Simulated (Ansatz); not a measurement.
Relaxation of CH10OSi3 (15 atoms, charge 0, multiplicity 1), to a largest force component of 0.02 eV/Å in at most 40 steps.

Level of theory: UKS B3LYP/STO-3G in Ansatz.

```xyz
15
Properties=species:S:1:pos:R:3:forces:R:3
C -1.984 -0.095 -0.071 -2.15 3.80 -1.04
Si -0.555 -0.892 -0.810 3.58 0.14 1.03
O -0.802 -2.534 -0.952 -0.16 -1.31 -2.13
Si 1.371 -0.422 0.515 -2.45 -0.37 0.65
Si 1.635 1.824 0.349 -0.72 0.78 0.89
H -1.903 1.052 -0.048 0.22 -1.77 0.00
H -2.899 -0.252 -0.677 0.26 -0.26 0.35
H -2.192 -0.382 0.929 -0.32 -0.63 1.45
H -0.300 -0.343 -2.129 -0.30 -0.35 -0.09
H -0.933 -3.030 -0.096 -0.04 0.31 1.05
H 0.995 -0.855 1.941 0.77 0.59 -1.66
H 2.508 -1.187 0.062 0.18 0.04 0.10
H 2.725 2.278 1.208 -0.18 0.03 -0.33
H 0.391 2.568 0.839 1.43 -0.94 -0.72
H 1.921 2.217 -1.031 -0.12 -0.05 0.44
```

Question: Where does it end, and by what steps?

Answer: The run converged. Limits of this set-up: minimal basis. After 7 steps the energy has fallen by 0.737 eV; H14 moved furthest, 0.24 Å.

```tsv
step	energy less start (eV)	largest force component (eV/Å)	accepted
0	0.0000	3.797	yes
1	-0.5178	1.348	yes
2	-0.7033	0.434	yes
3	-0.6922	0.748	no
4	-0.7297	0.259	yes
5	-0.7319	0.343	yes
6	-0.7362	0.038	yes
7	-0.7366	0.006	yes
```

```xyz
15
Properties=species:S:1:pos:R:3
C -2.107 -0.116 -0.107
Si -0.544 -0.926 -0.796
O -0.761 -2.630 -0.960
Si 1.267 -0.337 0.454
Si 1.732 1.872 0.427
H -2.019 0.978 -0.123
H -2.988 -0.385 -0.704
H -2.305 -0.414 0.930
H -0.373 -0.476 -2.162
H -0.927 -2.955 -0.003
H 1.060 -0.755 1.825
H 2.428 -1.067 -0.008
H 2.864 2.184 1.271
H 0.609 2.650 0.896
H 2.044 2.325 -0.910
```

Run time: 33 s on 1 thread of Intel(R) Xeon(R) 6975P-C (Granite Rapids), with other jobs on the host, peak memory 0.2 GiB.
